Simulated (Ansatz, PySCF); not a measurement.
Gas-phase reaction R1 → P1, each structure at its B3LYP-D3(BJ)/def2-TZVP stationary point, reached from a drawn start; harmonic modes at that level show minima.
R1, CH3O (SMILES C[O]) (charge 0, multiplicity 2, Z-matrix in Å and degrees):
```
C
O 1 1.3625
H 1 1.0991 2 113.34
H 1 1.0991 3 111.55 2 -129.36
H 1 1.1082 3 106.28 4 -115.42
```
P1, CH3O (SMILES [CH2]O) (charge 0, multiplicity 2):
```xyz
5

C     -0.4499     0.0165     0.0771
O      0.7933    -0.5441     0.0324
H     -1.2484    -0.6826    -0.1149
H     -0.5591     1.0720    -0.1360
H      1.4643     0.1383     0.1413
```

P less R. No zero-point or thermal terms; open shells are unrestricted.

Correlated levels freeze the cores. CBS: X⁻³ extrapolation of the correlation energy, Hartree–Fock from the larger set.

The values were computed with Ansatz (a program for electronic structure); PySCF for the D3/D4 terms. All values are computed, each at the level named.

The comparison value is -9.74 kcal/mol (CCSD(T)/CBS(aug-cc-pVTZ, aug-cc-pVQZ)). It is a level with limits of its own, not the exact answer.

Problem. Order these levels by how close they come to the comparison value for the reaction energy, closest first: r2SCAN/def2-TZVPPD, revPBE-D3(BJ)/def2-TZVPPD, B3LYP/def2-TZVPPD, BHLYP-D4/def2-TZVPPD, CCSD(T)/aug-cc-pVQZ. Give each level's value less the comparison value.

Solution. CCSD(T)/aug-cc-pVQZ (0.36 kcal/mol), r2SCAN/def2-TZVPPD (1.77 kcal/mol), revPBE-D3(BJ)/def2-TZVPPD (2.28 kcal/mol), B3LYP/def2-TZVPPD (2.57 kcal/mol), BHLYP-D4/def2-TZVPPD (4.78 kcal/mol)
